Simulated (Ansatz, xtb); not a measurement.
# Relative energy of two isomers of C4H7ClF2

Structure a: `CC(C)(Cl)C(F)F`, a singlet. Structure b: `C[C@H](Cl)C(C)(F)F`, a singlet. Both are isolated molecules in the gas phase, relaxed with r2SCAN-D4/def2-SVP, each in the lowest conformer that the search found.

Q: Estimate E(b) − E(a) at the level CCSD(T)/def2-SVP + ΔMP2/def2-TZVPP.

A: Calculated at CCSD(T)/def2-SVP + ΔMP2/def2-TZVPP: E(b) − E(a) = −2.5 kcal/mol, so structure b lies lower.

How the difference moves with the method:

```
                             level            geometry  E(b) − E(a) (kcal/mol)  departure from the last row (kcal/mol)  job, with rough time for the two
                          GFN2-xTB            GFN2-xTB                      −0.4                                    +2.1              optimisation, 0.13 s
                         HF/STO-3G            GFN2-xTB                      −3.0                                    −0.5               single point, 0.4 s
      r2SCAN-D4/def2-SVP//GFN2-xTB            GFN2-xTB                      −3.2                                    −0.7               single point, 4.1 s
                r2SCAN-D4/def2-SVP  r2SCAN-D4/def2-SVP                      −3.3                                    −0.9                optimisation, 32 s
                       HF/def2-SVP  r2SCAN-D4/def2-SVP                      −3.5                                    −1.0           part of the CCSD(T) run
                      MP2/def2-SVP  r2SCAN-D4/def2-SVP                      −1.9                                    +0.6           part of the CCSD(T) run
                  CCSD(T)/def2-SVP  r2SCAN-D4/def2-SVP                      −2.3                                    +0.2                      single point
CCSD(T)/def2-SVP + ΔMP2/def2-TZVPP  r2SCAN-D4/def2-SVP                      −2.5                                                        single point, 82 s
```

As drawn, both hold the same kinds of bond in the same numbers.

GFN2-xTB finds them nearly level. The largest departure from CCSD(T)/def2-SVP + ΔMP2/def2-TZVPP is that of GFN2-xTB, 2.1 kcal/mol. The last row adds to CCSD(T) the change of the MP2 difference between the two basis sets, here −0.2 kcal/mol.

With thermal terms from frequencies at re-optimised GFN2-xTB minima (ideal gas, soft modes damped towards free rotors, one conformer each, 298.15 K, 1 atm): on the last row, ΔE + ΔZPE = −2.8, ΔH = −2.7, ΔG = −2.8 kcal/mol.

The correlated steps freeze 11 core orbitals. Mirror images aren't counted in ΔG. Run with Ansatz 0.2.0, xtb 6.7.1; the last row on 4 threads of Arm Neoverse V1 on a shared host.
